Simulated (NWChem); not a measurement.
Lowest excitation of Cl2Si

```xyz
3

Si     0.0000     0.0000    -0.9417
Cl    -1.6401     0.0000     0.3877
Cl     1.6401     0.0000     0.3877
```
Charge 0, spin multiplicity 1.

All runs are NWChem calculations. The geometry was optimised at PBE/def2-SVP, a minimum by its harmonic frequencies.

Basis set: aug-cc-pVDZ.

Costs are rough ratios of processor time within this set of runs, SCF included, with TD-LDA (SVWN5) as 1.

The correlated methods keep 15 core orbitals frozen. B3LYP has NWChem's definition, with VWN1-RPA local correlation. The structure started from a generated list of species. Coupled-cluster values serve here as a point of comparison, not as the truth.

```csv
method,lowest vertical singlet excitation energy (eV),relative cost
EOM-CCSD,3.96,under 3
TD-LDA (SVWN5),[?],1
CIS,[?],under 3
TD-B3LYP,[?],under 3
TD-PBE,3.62,under 3
```

Q: Some entries are withheld; supply them.

A: 
- TD-LDA (SVWN5), lowest vertical singlet excitation energy (eV): 3.60
- CIS, lowest vertical singlet excitation energy (eV): 4.25
- TD-B3LYP, lowest vertical singlet excitation energy (eV): 3.76
